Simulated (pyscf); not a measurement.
Single points on ωB97X-D3(BJ)/def2-SVP structures (PySCF, gas phase).

### Question
Estimate by transition-state theory (the high-pressure limit) the rate constant of `[F][GeH]([F])[Ge]([F])([F])[F]` → `[F][GeH]([F])[F]` + `[F][Ge][F]` [singlet] (singlet surface; Ge–Ge, F–Ge broken, F–Ge formed) at 900 K, with ωB97M-D3(BJ)/def2-TZVP energies (ideal gas, 1 atm, RRHO with modes under 100 cm⁻¹ raised to 100, one conformer, R ln 2 for chiral ones without a mode under 150 cm⁻¹; no tunnelling).

### Answer
The electronic barrier is 24.3 kcal/mol and the thermal terms add +1.7, so ΔG‡ = 26.0 kcal/mol. With k_BT/h = 1.88e+13 s⁻¹ and RT = 1.788 kcal/mol, k = 9.0e+06 s⁻¹, a half-life of 7.7e-08 s through this channel alone. Wigner's tunnelling factor for 160i cm⁻¹ would be 1.00. A shift of 1 kcal/mol in the barrier changes k by a factor 1.7. On the product side the descent ends in a complex (not fully relaxed), 4.4 kcal/mol under the separated species and 18.1 kcal/mol under the saddle at ωB97X-D3(BJ)/def2-TZVP. At ωB97X-D3(BJ)/def2-TZVP the barrier from the zero used here is 27.9 kcal/mol. One saddle was located; it need not be the lowest between these sides. Elements up to Kr have no core potential and no relativistic terms here.
